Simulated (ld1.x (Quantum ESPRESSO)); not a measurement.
## An all-electron radial function and its pseudo partner (Tc)

Columns: radius, all-electron u(r) and pseudo u(r) of the 4d shell (level -7.20 eV) of technetium in the configuration [Kr] 4d5 5s2 5p0; PBE, non-relativistic, RRKJ scheme, ld1.x (Quantum ESPRESSO) 7.5.

```tsv
r (bohr)	all-electron	pseudo
0.140	0.2522	-0.0052
0.280	0.3833	-0.0390
0.420	0.1799	-0.1197
0.560	-0.1277	-0.2483
0.700	-0.4042	-0.4086
0.840	-0.6071	-0.5734
0.980	-0.7338	-0.7137
1.120	-0.7975	-0.8086
1.260	-0.8149	-0.8499
1.400	-0.8013	-0.8433
1.540	-0.7684	-0.8029
1.680	-0.7245	-0.7456
1.820	-0.6753	-0.6844
1.960	-0.6244	-0.6267
2.100	-0.5740	-0.5742
2.240	-0.5256	-0.5256
2.380	-0.4799	-0.4799
2.520	-0.4373	-0.4373
2.660	-0.3978	-0.3978
2.800	-0.3615	-0.3615
2.940	-0.3281	-0.3281
3.080	-0.2975	-0.2975
3.220	-0.2697	-0.2697
3.360	-0.2442	-0.2442
3.500	-0.2210	-0.2210
3.640	-0.1999	-0.1999
```

Q: How many radial nodes do the two functions have?

A: The all-electron 4d function has n − l − 1 = 1; the pseudo-wave has 0, since the states of the same l below it are removed with the core.

Q: At about which radius was the pseudo-wave matched?

A: 2.20 bohr, where the columns begin to agree (steps of 0.14 bohr).

Q: Is the pseudo-wave norm-conserving?

A: Yes: the RRKJ scheme keeps the norm inside the radius equal to the all-electron one, which fixes the energy derivative of the logarithmic derivative at the level.
